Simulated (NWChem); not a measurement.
System: C$_{2}$H$_{8}$OSi; SMILES CCO[SiH3]

NWChem input:

```
start job
memory heap 200 mb stack 900 mb global 1100 mb
geometry units angstroms noautosym nocenter noautoz
  Si     0.037991     1.644387    -0.001598
  O      0.439605     0.029980     0.001231
  C     -0.500514    -1.018353     0.000751
  C      0.222888    -2.344575     0.001276
  H     -0.765272     1.997216    -1.215717
  H     -0.768247     2.000932     1.209453
  H      1.318739     2.400843    -0.001115
  H     -1.158913    -0.945643     0.889103
  H     -1.157976    -0.945839    -0.888315
  H      0.861439    -2.433806     0.892662
  H     -0.494077    -3.179515    -0.000686
  H      0.864703    -2.432467    -0.887892
end
basis spherical
  Si library 6-31g*
  O library 6-31g*
  C library 6-31g*
  H library 6-31g*
end
dft
  xc b3lyp
  iterations 150
end
property
  shielding 9 1 2 3 4 5 7 8 10 11
end
task dft property
```

Excerpt of the output:

```
             Northwest Computational Chemistry Package (NWChem) 7.3.0
             --------------------------------------------------------

                             Geometry "geometry" -> ""
                             -------------------------

 Output coordinates in angstroms (scale by  1.889725989 to convert to a.u.)

  No.       Tag          Charge          X              Y              Z
 ---- ---------------- ---------- -------------- -------------- --------------
    1 Si                  14.0000     0.03799100     1.64438700    -0.00159800
    2 O                    8.0000     0.43960500     0.02998000     0.00123100
    3 C                    6.0000    -0.50051400    -1.01835300     0.00075100
    4 C                    6.0000     0.22288800    -2.34457500     0.00127600
    5 H                    1.0000    -0.76527200     1.99721600    -1.21571700
    6 H                    1.0000    -0.76824700     2.00093200     1.20945300
    7 H                    1.0000     1.31873900     2.40084300    -0.00111500
    8 H                    1.0000    -1.15891300    -0.94564300     0.88910300
    9 H                    1.0000    -1.15797600    -0.94583900    -0.88831500
   10 H                    1.0000     0.86143900    -2.43380600     0.89266200
   11 H                    1.0000    -0.49407700    -3.17951500    -0.00068600
   12 H                    1.0000     0.86470300    -2.43246700    -0.88789200

 Effective nuclear repulsion energy (a.u.)     174.1154021491

                              NWChem Property Module
                              ----------------------

  itol2e modified to match energy
  convergence criterion.

                                 NWChem DFT Module
                                 -----------------

 Summary of "ao basis" -> "ao basis" (spherical)
 ------------------------------------------------------------------------------
       Tag                 Description            Shells   Functions and Types
 ---------------- ------------------------------  ------  ---------------------
 Si                          6-31g*                  8       18   4s3p1d
 O                           6-31g*                  6       14   3s2p1d
 C                           6-31g*                  6       14   3s2p1d
 H                           6-31g*                  2        2   2s

  itol2e modified to match energy
  convergence criterion.

[...]

          -----------------------------------------
          Chemical Shielding Tensors (GIAO, in ppm)
          -----------------------------------------

                                NWChem CPHF Module
                                ------------------

  scftype          =     RHF
  nclosed          =       21
  nopen            =        0
  variables        =     1155
  # of vectors     =        3
  tolerance        = 0.10D-03
  level shift      = 0.00D+00
  max iterations   =       50
  max subspace     =       30

 SCF residual:    1.0823802202201315E-004

Iterative solution of linear equations
  No. of variables     1155
  No. of equations        3
  Maximum subspace       30
        Iterations       50
       Convergence  1.0D-04

   iter   nsub   residual    time
   ----  ------  --------  ---------
     1      3    3.91D-01      70.9
     2      6    1.12D-02      79.1
     3      9    4.16D-04      87.5
     4     12    1.95D-05      95.8

      Atom:    1  Si
        Diamagnetic
    878.8710     -0.9035      0.0029
     -0.9035    887.1370     -0.0131
      0.0029     -0.0131    877.9781

        Paramagnetic
   -487.1493    -17.0874      0.0658
    -17.0874   -383.8219     -0.1952
      0.0658     -0.1952   -495.4041

        Total Shielding Tensor
    391.7216    -17.9909      0.0687
    -17.9909    503.3151     -0.2083
      0.0687     -0.2083    382.5741

           isotropic =     425.8703
          anisotropy =     120.4110

          Principal Components and Axis System
                 1           2           3
              506.1443    388.8931    382.5735

      1        -0.1553      0.9878     -0.0058
      2         0.9879      0.1553      0.0009
      3        -0.0018      0.0056      1.0000

      Atom:    2  O
        Diamagnetic
    386.8631      9.2288      0.0179
      9.2288    416.5012     -0.0394
      0.0179     -0.0394    370.2590

        Paramagnetic
    -73.8919    -19.4555     -0.0248
    -19.4555   -126.4517      0.1243
     -0.0248      0.1243    -52.9814

        Total Shielding Tensor
    312.9713    -10.2267     -0.0069
    -10.2267    290.0495      0.0849
     -0.0069      0.0849    317.2777

           isotropic =     306.7661
          anisotropy =      15.7725

          Principal Components and Axis System
                 1           2           3
              317.2811    316.8674    286.1500

      1        -0.0823      0.9308      0.3563
      2         0.0340     -0.3547      0.9344
      3         0.9960      0.0890     -0.0025

      Atom:    3  C
        Diamagnetic
    243.8632      2.3797      0.0046
      2.3797    255.0503     -0.0031
      0.0046     -0.0031    236.2025

        Paramagnetic
   -106.6964     25.8842      0.0157
     25.8842   -106.6399      0.0195
      0.0157      0.0195   -131.8706

        Total Shielding Tensor
    137.1668     28.2639      0.0202
     28.2639    148.4104      0.0164
      0.0202      0.0164    104.3319

           isotropic =     129.9697
          anisotropy =      62.4547

          Principal Components and Axis System
                 1           2           3
              171.6062    113.9711    104.3319

      1         0.6344      0.7730     -0.0007
      2         0.7730     -0.6344      0.0001
      3         0.0004      0.0005      1.0000

      Atom:    4  C
        Diamagnetic
    246.6178     -3.0325      0.0021
     -3.0325    257.3135     -0.0010
      0.0021     -0.0010    244.2246

        Paramagnetic
    -75.7398     -1.9522     -0.0079
     -1.9522    -71.5674     -0.0067
     -0.0079     -0.0067    -89.5870

[...]
```

Level: B3LYP/6-31G* (spherical d), GIAO. All runs use the structure optimised with PBE0/def2-SVP. The output numbers the shielded atoms by their place in the input's list. The printed shielding anisotropy is the first printed principal value minus the mean of the other two.
